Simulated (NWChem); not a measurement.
# C2H2Br2; SMILES C=C(Br)Br

Program: NWChem. Pople sets run with spherical d functions. All runs use the structure optimised with PBE-D3(BJ)/def2-SVP. Level SCAN/6-31G*: energy and gradient on several grids; changes count from the extra-fine grid, which is no exact limit either.

```json
[
 {"grid": "xcoarse", "size of the energy change (μHa)": "7000", "largest change of a gradient component (μHa/bohr)": "6000"},
 {"grid": "coarse", "size of the energy change (μHa)": "7000", "largest change of a gradient component (μHa/bohr)": "2000"},
 {"grid": "medium", "size of the energy change (μHa)": "200", "largest change of a gradient component (μHa/bohr)": "2000"},
 {"grid": "fine", "size of the energy change (μHa)": "4000", "largest change of a gradient component (μHa/bohr)": "700"},
 {"grid": "xfine", "size of the energy change (μHa)": "< 10", "largest change of a gradient component (μHa/bohr)": "< 30"}
]
```
